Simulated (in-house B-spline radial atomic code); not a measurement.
Results of a calculation; reference values are marked as such.
**Stopping and range of 50 keV S in InAs**

The pair potential comes from two frozen, spherical free-atom densities (PBE, B-spline radial code, scalar-relativistic past argon): electrostatics plus the change in Thomas-Fermi kinetic and Dirac exchange energy where they overlap, the recipe behind the universal ZBL potential, which averages such potentials (from solid-state densities) over many pairs. It is written V = (Z1 Z2 e²/r) φ(r/a), with e² = 14.3996 eV·Å and a = 0.46850 Å/(Z1^0.23 + Z2^0.23); ZBL's fit is φ = 0.18175 e^(−3.1998x) + 0.50986 e^(−0.94229x) + 0.28022 e^(−0.4029x) + 0.02817 e^(−0.20162x). Where φ falls below 4e-4 it is continued as an exponential.

The target is taken as amorphous, with density 5.68 g/cm³ (NSM archive of the Ioffe Institute); channelling is ignored. Masses: S 32.06, In 114.82, As 74.92 u. Nuclear stopping is S_n = 4π a Z1 Z2 e² M1/(M1 + M2) × s_n(ε), with s_n integrated over impact parameters for each pair. Electronic stopping is Lindhard and Scharff's S_e = Z1^(1/6) 8π e² a0 Z1 Z2/(Z1^(2/3) + Z2^(2/3))^(3/2) × v/v0, with a0 = 0.529177 Å and v = v0 at 24.801 keV/u; it misses the oscillations with Z1 seen in experiment, which reach tens of per cent. Compounds add by atom fraction.

| target atom | a (Å) | ε at this energy | s_n, this pair | s_n, ZBL potential |
| --- | --- | --- | --- | --- |
| In | 0.10796 | 0.3738 | 0.3568 | 0.3497 |
| As | 0.11352 | 0.5228 | 0.3598 | 0.3427 |

Question: What are the atom density and the stopping powers at entry?

Answer: N = 5.68 × 0.602214/94.87 = 0.03606 atoms/Å³. For In: S_n = 3343 × 0.3568 = 1193 eV·Å², S_e = 3.0476 × √50000 = 681.5 eV·Å². For As: S_n = 3250 × 0.3598 = 1169 eV·Å², S_e = 2.6525 × √50000 = 593.1 eV·Å². Averaged over the target's atoms (half each) and times N × 10 Å/nm, the ion loses N S_n = 426 eV/nm to recoils and N S_e = 230 eV/nm to electrons; the nuclear share is 65 %.

Along the track:

```tsv
E (keV)	N S_n (eV/nm)	N S_e (eV/nm)
2.5	268	51.4
7.5	362	89
15	408	126
25	427	162
37.5	431	199
50	426	230
```

Question: Estimate the path length and the projected range.

Answer: With continuous slowing down the path is the integral of dE/(N (S_n + S_e)). Trapezoids over the table give 86.6 nm, and the stretch below the first row, with stopping taken as √E, adds 2E/(N S) = 16 nm: 102 nm in all, against 99 nm on a fine grid from 5 eV. Deflections shorten the depth: to first order in the energy passed on, N (S_n + S_e) dR_p/dE = 1 − N S_n (M2/M1) R_p/(2E), summed over the target's atoms, and integrating this on the fine grid gives R_p = 40.7 nm, 0.41 of the path. Lindhard's rule of thumb R/(1 + M2/3M1), with mean M2/M1 = 2.96, gives 49.8 nm; it is meant for M2/M1 below about 2. On the ZBL potential the same equation gives 42 nm, and the full integral equation, which keeps hard collisions, 45 nm.
